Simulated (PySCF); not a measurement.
# Computed records: AlBFHO, AlBHO$_{2}$, H$_{3}$OSi

All values are calculated (PySCF 2.14.0). Calculation on a computer-drawn molecule: optimised geometry and harmonic frequencies of an isolated molecule of the commonest isotopes, restricted reference for singlets and unrestricted otherwise, frozen core in MP2.

Common to all runs: multiplicity 1.

(1) AlBFHO

Start structure:
```xyz
5
AlBFHO
O     -0.6881    -0.5663     1.6222
B     -1.2948    -0.2246     0.3541
F     -1.1985    -1.2497    -0.4733
Al    -1.1826     1.2306     1.9732
H     -0.2963    -1.4334     1.7721
```

Here we set charge 0, method HF and basis cc-pV(D+d)Z.

It finds rotational constants 10.82, 3.535, 2.664 GHz; total energy -441.5626 hartree; convergence status largest gradient component 3.538e-05 hartree/bohr.

Drawn bonds:
```tsv
atom	other atom	order
1	2	1
2	3	1
2	4	1
1	5	1
```

Optimised structure:
```xyz
5
AlBFHO
O     -0.4398    -1.0581     1.8058
B     -1.0526    -0.2669     0.8958
F     -1.2905    -0.8464    -0.3094
Al    -1.6236     1.8581     1.3809
H     -0.2538    -1.9300     1.4751
```

Modes:
```tsv
frequency (cm⁻¹)	reduced mass (dalton)
130.3	12.33
318.9	14.54
348.5	3.771
572.9	4.327
675.4	1.339
1051	2.106
1278	2.632
1357	11.76
4077	1.065
```

(2) AlBHO$_{2}$

Start structure:
```xyz
5
AlBHO2
B     -1.3509     0.3604    -2.0247
O     -0.4075     0.8797    -1.4369
Al     0.9665     1.6359    -0.5809
O      2.1685     2.2974     0.1683
H     -2.2514    -0.1352    -2.5855
```

Here we set charge 1, method MP2 and basis cc-pV(D+d)Z.

Results for AlBHO$_{2}$: rotational constants 2.577, 2.577 GHz; total energy -417.1807 hartree; convergence status largest gradient component 2.239e-05 hartree/bohr.

Drawn bonds:
```tsv
atom	other atom	order
1	2	1
2	3	1
3	4	2
1	5	1
```

Optimised structure:
```xyz
5
AlBHO2
B     -1.3859     0.3412    -2.0464
O     -0.4330     0.8657    -1.4527
Al     0.9940     1.6510    -0.5637
O      2.2425     2.3381     0.2143
H     -2.2924    -0.1578    -2.6112
```

Modes:
```tsv
frequency (cm⁻¹)	reduced mass (dalton)
72.79	6.924
73.11	6.942
172.9	6.19
173.1	6.183
439.1	11.43
781.9	1.365
782	1.364
1118	19.16
1733	5.394
2929	1.177
```

(3) H$_{3}$OSi

Start structure:
```xyz
5
H3OSi
O     -1.2245    -1.9899     1.5453
Si    -0.6779    -0.5348     0.7193
H     -1.2067    -2.7498     0.9903
H     -1.5056    -0.6495    -0.5913
H      0.6226    -1.0774     0.0633
```

Here we set charge -1, method MP2 and basis aug-cc-pV(D+d)Z.

It finds rotational constants 94.02, 12.74, 12.65 GHz; total energy -365.8846 hartree; convergence status largest gradient component 3.577e-05 hartree/bohr.

Drawn bonds:
```tsv
atom	other atom	order
1	2	1
1	3	1
2	4	1
2	5	1
```

Optimised structure:
```xyz
5
H3OSi
O     -1.2369    -2.0016     1.5777
Si    -0.6735    -0.5154     0.7178
H     -1.2043    -2.7580     0.9772
H     -1.4936    -0.6511    -0.5974
H      0.6161    -1.0753     0.0515
```

Modes:
```tsv
frequency (cm⁻¹)	reduced mass (dalton)
325.2	1.063
618.2	16.78
734.7	1.028
752.9	1.112
946.4	1.163
980.4	1.062
1852	1.045
1877	1.034
3831	1.066
```
